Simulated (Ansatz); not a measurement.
One change: `[F][Ti]([SH])([Cl])[Cl]` becomes `[OH][Ti]([F])([Cl])[Cl]`.

Ansatz, PBE0-D4/def2-TZVP geometries, multiplicity 1. Each molecule was computed in one conformer, which needn't be the lowest.

Scalar relativity is left out up to krypton.

| property | `[F][Ti]([SH])([Cl])[Cl]` |
| --- | --- |
| HOMO–LUMO gap (PBE/def2-TZVPP) / eV | 2.78 |
| HOMO energy (B3LYP/def2-TZVPP) / eV | -8.11 |
| HOMO energy (ωB97M-V/def2-TZVPP) / eV | -10.47 |
| HOMO–LUMO gap (ωB97M-V/def2-TZVPP) / eV | 9.15 |
| zero-point energy (PBE0-D4/def2-TZVP) / kJ/mol | 37.0 |
| LUMO energy (B3LYP/def2-TZVPP) / eV | -3.71 |

**Question.** What does the change do to each property? (An estimate is asked.)

**Answer.** Ansatz gave: 
```
                                      property  `[OH][Ti]([F])([Cl])[Cl]`  shift
           HOMO–LUMO gap (PBE/def2-TZVPP) / eV                       4.03   1.25
           HOMO energy (B3LYP/def2-TZVPP) / eV                      -9.06  -0.95
         HOMO energy (ωB97M-V/def2-TZVPP) / eV                     -11.53  -1.06
       HOMO–LUMO gap (ωB97M-V/def2-TZVPP) / eV                      10.70   1.55
zero-point energy (PBE0-D4/def2-TZVP) / kJ/mol                       46.2    9.2
           LUMO energy (B3LYP/def2-TZVPP) / eV                      -3.29   0.42
```

With PBE0 the HOMO falls by 0.98 eV and the LUMO rises by 0.45 eV, so the gap widens by about 1.43 eV. PBE moves the HOMO by -0.78 eV and ωB97M-V by -1.06 eV.

B3LYP here is the variant with VWN-RPA as its local correlation; programs differ in this.
